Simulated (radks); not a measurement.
Neutral beryllium inside a hard spherical wall (all orbitals vanish at R), configuration held at [He] 2s2 and not refilled when levels cross. Method: scalar-relativistic Kohn-Sham, LDA (Slater exchange, Perdew-Wang correlation), spin-unpolarised, spherical densities, finite nucleus; Fermi nuclear charge, rms radius 2.519 fm; computed with a radial shooting solver on a logarithmic mesh with Libxc functionals. Eigenvalues in eV, with the zero of energy where the potential of the charges vanishes at infinity; a dash marks a level that is unbound or too diffuse for the functional's potential to be trusted. A positive occupied level is held by the wall or, in an anion where self-interaction has pushed it up, behind a barrier. The pressure on the wall is -dE/dV.

| R (bohr) | E (hartree) | kinetic (hartree) | e(1s) | e(2s) | e(2p, empty) | e(3s, empty) | pressure (GPa) |
|---|---|---|---|---|---|---|---|
| free | -14.44930 | 14.317 | -104.95 | -5.600 | -2.100 | -0.034 | 0 |
| 20 | -14.44930 | 14.317 | -104.95 | -5.600 | -2.100 | 0.070 | < 0.0001 |
| 10 | -14.44916 | 14.318 | -104.93 | -5.587 | -2.064 | 1.399 | 0.00415 |
| 8 | -14.44763 | 14.331 | -104.78 | -5.491 | -1.897 | 3.223 | 0.0742 |
| 6 | -14.43106 | 14.426 | -103.84 | -4.841 | -1.000 | 8.814 | 1.40 |
| 5 | -14.39016 | 14.602 | -102.38 | -3.676 | 0.415 | 15.892 | 6.52 |
| 4 | -14.25463 | 15.059 | -99.285 | -0.629 | 3.720 | 31.121 | 34.6 |
| 3 | -13.75908 | 16.382 | -92.702 | 8.551 | 12.266 | 69.337 | 240 |
| 2.5 | -13.06096 | 17.997 | -86.657 | 20.285 | 21.798 | 111.87 | 763 |
